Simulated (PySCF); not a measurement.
**Polarisability and C₆ of Pb³⁺ (lead, charge +3)**

[Xe] 4f14 5d10 6s1, 2S determinant. Calculation: PySCF 2.14, in aug-cc-pwCVTZ-PP with ECP60MDF (8s7p6d4f1g, 96 functions); a scalar-relativistic core potential. Coupled (time-dependent) response in atomic units; α is the mean over directions.

```csv
method,mean α (bohr³),C₆ (like pair),S(−4)
TPSSh,8.759,49.24,26.40
```

S(−4) is the Cauchy moment in α(ω) = α(0) + S(−4) ω² + …

α(iu) at TPSSh:

| u (hartree) | α(iu) (bohr³) |
| --- | --- |
| 0 | 8.759 |
| 0.0500 | 8.694 |
| 0.100 | 8.508 |
| 0.200 | 7.880 |
| 0.300 | 7.115 |
| 0.500 | 5.742 |
| 0.750 | 4.545 |
| 1.00 | 3.734 |
| 1.50 | 2.685 |
| 2.00 | 2.024 |
| 3.00 | 1.251 |
| 5.00 | 0.5941 |

For an ion, C₆ is the dispersion term alone; charge-induced terms of lower order in 1/R come first.

Energies and moments cover only the electrons outside the core potential. Spin-orbit coupling, which splits the p, d and f shells strongly at this Z, is absent.
